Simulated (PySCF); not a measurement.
## Mn: ionisation energy

Mn [Ar] 3d5 4s2 (6S) → Mn⁺ [Ar] 3d5 4s1 (7S), as a difference of total energies. All numbers are calculated (PySCF 2.14, the spin-free X2C one-electron Hamiltonian (Gaussian nucleus), in x2c-SVPall (5s3p3d1f, 36 functions)). Correlated levels: valence: [Ar] frozen. The calculations carry no spin-orbit coupling.

```tsv
method	ionisation energy (eV)	error (eV)
UHF	6.031	-1.403
PBE	7.345	-0.089
M06-L	7.707	+0.273
MP2 (valence)	6.763	-0.671
SCS-MP2 (valence)	6.888	-0.546
```

Reference: 7.434 eV (measured; NIST Atomic Spectra Database, ionization energies).

Errors of the correlated levels include the incompleteness of this basis and the frozen core.

MP2 underrates the near-degeneracy of ns² with np² in the lower species.
